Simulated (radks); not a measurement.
Problem. Numerical settings for the chlorine ion Cl3+, [Ne] 3s2 3p2. All-electron calculation, non-relativistic Kohn-Sham, PBE, spin-unpolarised, spherical densities, point nucleus. Program: a radial shooting solver on a logarithmic mesh with Libxc functionals. The defaults (mesh step 0.008 in ln r, mesh end at 40 bohr or more with all orbitals vanishing there, Anderson mixing 0.5 over 9 steps, residual threshold near 1e-9 with the energy settled to 1e-9 hartree or 1e-11 of itself, here a cap of 60 iterations) give E = -457.1085 hartree and 3p at -45.113 eV in 14 iterations. Run on one thread of a shared host, so times are rough (Arm Neoverse V2): 0.05 s of CPU time, 0.05 s wall, 14 iterations on 2476 mesh points. One setting is changed at a time: mesh step in ln r 0.02; mesh step in ln r 0.012; mesh step in ln r 0.08; mesh end (bohr) 8; mesh end (bohr) 12; residual threshold 0.001; residual threshold 1e-16; mixing 1; linear mixing, mixing 1; linear mixing, mixing 0.5; mixing history 20; iteration cap 8. Which runs fail to converge, and which converge to a wrong energy?

Solution. Not converged within the cap: mesh step in ln r 0.08; residual threshold 1e-16; iteration cap 8. No run marked as converged misses the energy by more than 1 mhartree.
